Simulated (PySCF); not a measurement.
Lowest empty level (eV) of eight silicon and germanium compounds: PBE beside ωB97X, computed with PySCF for isolated molecules in the bases named; differences from unrounded values. The eight are the first of their class met in an unordered collection, after screening for sound electronic states; none was chosen by its value. Each molecule has one DFT geometry for both levels.

```csv
molecule,basis,ωB97X,PBE,difference
"CH₅FOSi₂, SMILES F[Si@H]1CO[SiH2]1",def2-TZVP,1.28,-1.65,-2.93
"CH6GeS, SMILES [GeH3][S]C",def2-TZVPD,1.59,-1.02,-2.62
"Si(H)(Cl)(OH)(OMe) (CH₅ClO₂Si), SMILES CO[SiH](O)Cl",def2-TZVP,2.78,-0.26,-3.04
"C2H3ClN2Si, SMILES Cl[SiH]1N=CC=N1",def2-TZVP,-0.50,[?],[?]
"CH6ClFSi3, SMILES F[Si@]1(Cl)C[SiH2][SiH2]1",def2-TZVP,0.85,[?],[?]
"1,2-dihydrosiline (C₅H₈Si), SMILES C1=CC[SiH2]C=C1",def2-TZVP,0.79,-2.21,-3.01
"Si(OMe)2 (C2H6O2Si), SMILES CO[Si]OC (connectivity only; charge and spin as stated), neutral, multiplicity 1",def2-TZVP,0.98,-1.89,-2.86
"C4H7FSi, SMILES C[Si@H]1C=C[C@H]1F",def2-TZVP,1.65,[?],[?]
```

Task: Some entries are withheld; supply them. (An estimate is asked for; the answer gives what the named calculation found.)

Result: 
- CH6ClFSi3, SMILES F[Si@]1(Cl)C[SiH2][SiH2]1, PBE: -2.07
- CH6ClFSi3, SMILES F[Si@]1(Cl)C[SiH2][SiH2]1, difference: -2.92
- C2H3ClN2Si, SMILES Cl[SiH]1N=CC=N1, PBE: -3.73
- C2H3ClN2Si, SMILES Cl[SiH]1N=CC=N1, difference: -3.23
- C4H7FSi, SMILES C[Si@H]1C=C[C@H]1F, PBE: -1.60
- C4H7FSi, SMILES C[Si@H]1C=C[C@H]1F, difference: -3.25

PBE lies below ωB97X in 8 and above it in 0 of the eight; the mean signed difference is -2.98 and the largest -3.25 eV.
